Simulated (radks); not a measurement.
Excited configurations of Zr II: one electron is placed in a higher orbital outside [Kr] 4d2. The ground configuration is [Kr] 4d2 5s1. All-electron calculation, Dirac Kohn-Sham, PBE, spin-unpolarised, spherical densities, finite nucleus; open shells are shared between the two j in proportion to 2j + 1; Fermi nuclear charge, rms radius 4.2694 fm. Program: a radial shooting solver on a logarithmic mesh with Libxc functionals. Excitation = E - E(ground); binding = E(ion) - E, where the ion is the core of charge +2; n* = 2/sqrt(2 binding) in atomic units, and the quantum defect is n - n*. Eigenvalue and <r> are those of j = l + 1/2.

| outer orbital | excitation (eV) | binding (eV) | n* | quantum defect | <r> (bohr) |
|---|---|---|---|---|---|
| 5p | 3.712 | 9.228 | 2.429 | 2.571 | 4.263 |
| 5d | 7.798 | 5.142 | 3.253 | 1.747 | 6.762 |
| 6p | 8.234 | 4.706 | 3.401 | 2.599 | 8.634 |
| 6d | 9.805 | 3.135 | 4.167 | 1.833 | 12.20 |
| 6f | 11.197 | 1.742 | 5.589 | 0.411 | 21.54 |
| 7s | 9.532 | 3.408 | 3.996 | 3.004 | 12.47 |
| 7p | 10.058 | 2.882 | 4.346 | 2.654 | 14.33 |
| 7d | 10.836 | 2.104 | 5.085 | 1.915 | 18.94 |
| 7f | 11.644 | 1.295 | 6.482 | 0.518 | 30.25 |

The Delta-SCF ionisation energy is 12.940 eV (NIST Atomic Spectra Database: 13.130 eV, measured). Self-interaction in the functional shifts the binding energies and quantum defects, so they are the method's values and not measured ones. Spin polarisation and multiplet splitting are left out, so open shells lie too high by an amount that depends on their filling. Sharing an open shell by 2j + 1 raises it above the true ground level by a part of the spin-orbit splitting, which enters the differences from NIST.

Beside tabulated values, note that spin-unpolarised runs miss the spin-polarisation part of the exchange energy of open shells.
